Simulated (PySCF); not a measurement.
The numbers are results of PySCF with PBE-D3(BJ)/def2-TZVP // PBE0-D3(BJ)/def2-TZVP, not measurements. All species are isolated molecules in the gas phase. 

Reference species (SMILES): `[Cl][Al]([I])[I]` (neutral, multiplicity 1).

```json
{
 "LUMO": "-2.50 eV",
 "HOMO": "-6.79 eV"
}
```

Changed species: `[I][Al]([I])[I]` (3 of 3 Cl replaced by I; the reference has 2 of 3 Cl replaced by I).

Problem. What does the change do to the LUMO and HOMO?

Solution. the LUMO decreases by 0.16 eV, to -2.66 eV; the HOMO rises by 0.18 eV, to -6.61 eV.
